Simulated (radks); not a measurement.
Yb2+, configuration [Xe] 4f14 (the NIST ground configuration).

Calculated with a radial shooting solver on a logarithmic mesh with Libxc functionals: Dirac Kohn-Sham, LDA (Slater exchange, Perdew-Wang correlation), spin-unpolarised, spherical densities, point nucleus; speed of light set to 13703.6 atomic units (100 times the physical value, a model run).

Energy parts (Ry):
part                       energy
total                 -26774.8612
kinetic                26764.7400
electron-nucleus      -63710.8832
Hartree                10715.4665
exchange-correlation    -544.1845

Orbitals (lengths in bohr, moments of r in powers of bohr; r(90%) holds 90 % of the orbital's charge):
orbital,occ.,eigenvalue (Ry),<r^4>,<1/r>,<r^2>,r(90%)
1s1/2,2,-4169.207,9.920e-07,69.41,0.0006272,0.0385
2s1/2,2,-677.0009,0.0001638,16.23,0.009873,0.141
2p1/2,2,-647.3996,0.0001035,16.26,0.007312,0.125
2p3/2,4,-647.3932,0.0001035,16.26,0.007312,0.125
3s1/2,2,-151.9865,0.005860,6.194,0.06267,0.342
3p1/2,2,-138.4306,0.005272,6.144,0.05818,0.334
3p3/2,4,-138.4292,0.005272,6.144,0.05818,0.334
3d3/2,4,-113.0850,0.003659,6.060,0.04565,0.306
3d5/2,6,-113.0846,0.003659,6.060,0.04565,0.306
4s1/2,2,-29.65839,0.1436,2.650,0.3140,0.758
4p1/2,2,-24.15087,0.1619,2.556,0.3286,0.782
4p3/2,4,-24.15056,0.1619,2.556,0.3286,0.782
4d3/2,4,-14.18438,0.2217,2.347,0.3681,0.847
4d5/2,6,-14.18431,0.2217,2.347,0.3681,0.847
5s1/2,2,-4.40510,5.781,0.9914,1.961,1.91
5p1/2,2,-2.96258,10.18,0.8668,2.543,2.21
5p3/2,4,-2.96255,10.18,0.8668,2.544,2.21
4f5/2,6,-1.60722,1.671,1.791,0.7364,1.29
4f7/2,8,-1.60721,1.671,1.791,0.7364,1.29
5d3/2,0,-1.02688,73.65,0.5476,6.407,3.63
5d5/2,0,-1.02688,73.65,0.5476,6.407,3.63
6s1/2,0,-1.01877,248.5,0.3707,13.03,4.90

The highest occupied level is 4f7/2 at -21.867 eV. The density falls to 0.001 e/bohr^3 at r = 3.29 bohr.

Run on one thread of a shared host, so times are rough (Arm Neoverse V2): 0.2 s of CPU time, 0.2 s wall, 18 iterations on 2587 mesh points.
